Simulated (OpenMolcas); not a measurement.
# Cr2+: ligand-field states by method

Cr2+ with its 6 nearest oxide ions at 2.259 Å, on the Ca site of CaO (a = 4.8105 Å, distance in the model lattice 2.405 Å). The rest of the host is ab initio model potentials to 7.6 Å, with orthogonalisation functions on the cations behind the ligands, and point charges beyond; the distance is set by hand and nothing relaxes. Ligand basis ANO-RCC-VDZP.
```
Cr    0.0000    0.0000    0.0000
O     2.2590    0.0000    0.0000
O     0.0000    2.2590    0.0000
O    -2.2590    0.0000    0.0000
O     0.0000   -2.2590    0.0000
O     0.0000    0.0000    2.2590
O     0.0000    0.0000   -2.2590
```

```json
{
  "Program": "OpenMolcas 26.06",
  "Basis": "ANO-RCC-VTZP [6s5p3d2f1g]",
  "Scalar Hamiltonian": "DKH2, point nucleus",
  "Active space": "4 electrons in 5 orbitals (3d)",
  "State averaging": "2S+1 = 5 even, 5 roots; 2S+1 = 3 even, 45 roots; 2S+1 = 1 even, 50 roots",
  "Spin-orbit coupling": "state interaction with AMFI integrals over the reference wave functions"
}
```

I. CASSCF
II. SS-CASPT2, IPEA 0.25 Eh, imaginary shift 0.1 Eh (closed shells correlated: 3s 3p and the ligand valence shells)

Spin-free states (labels of O, the rotations of Oh) in cm-1, each column counted from its own energy of the first state listed:

```csv
State,Degeneracy,I,II
5E,2,0,0
5T2,3,9119,10590
3T1,3,12153,7900
3E,2,19391,15270
3T1,3,20034,14860
3T2,3,20767,15630
1T2,3,21796,14740
3A2,1,22666,17180
1E,2,22759,15910
3A1,1,23226,17410
3E,2,26651,20690
1A1,1,27237,18450
3T1,3,27915,24540
1A2,1,28916,22550
1T2,3,29034,22200
3T2,3,29308,26210
3T1,3,30519,27040
1T1,3,30625,23280
1E,2,34550,25710
3E,2,35268,29550
```

From I to II, I's first state of the same spin (5T2) moves from 9119 to 10590 cm-1, by about +1500 cm-1.

From I to II, I's first state of another spin (3T1) moves from 12153 to 7900 cm-1, by about -4300 cm-1.

χT at 300 K: I 2.96, II 2.97 cm3 K/mol.

Roots that are degenerate in the reference are averaged as groups; the widest CASPT2 spread within a group is 1100 cm-1 (the 3-fold group of multiplicity 3 near 27000 cm-1 above the lowest state of its run, II). Shifts and gaps below about the spread of the groups concerned are not significant. Over all roots computed the reference weight is 0.69 to 0.71 in II; a low but even weight reflects the number of correlated electrons. An orbital doublet at a regular site is open to a Jahn-Teller distortion, which this geometry leaves out. Ligand-to-metal charge-transfer states are missing. With no ligand orbital active B as a rule stays too high, so bands that hang on it stand too high and its fall with covalency is understated. Without dynamic correlation the repulsion within the d shell is too large (B by tens of per cent), so at a given field states of lower spin stand too high (holds for I). With metal d orbitals alone and no dynamic correlation 10Dq can be off by a tenth to a fifth, either way, in oxide and fluoride hosts (holds for I). This shell can be high or low spin here, a state of another spin lies low, and with metal d orbitals alone active their balance is uncertain, so the ground spin may be wrong (holds for II). These CASPT2 states fit no ligand-field parameters well, so their order and spin gaps are uncertain (holds for II). With one d shell and no ligand orbital active, 10Dq can be off by tens of per cent for divalent 3d ions, low with halides held by bare charges and at times high in hosts (holds for II). Free-ion shares, where given, are those of the reference states; single-state CASPT2 does not remix them (holds for II). No measured value stands beside these numbers; the geometry was set by hand and not optimised.
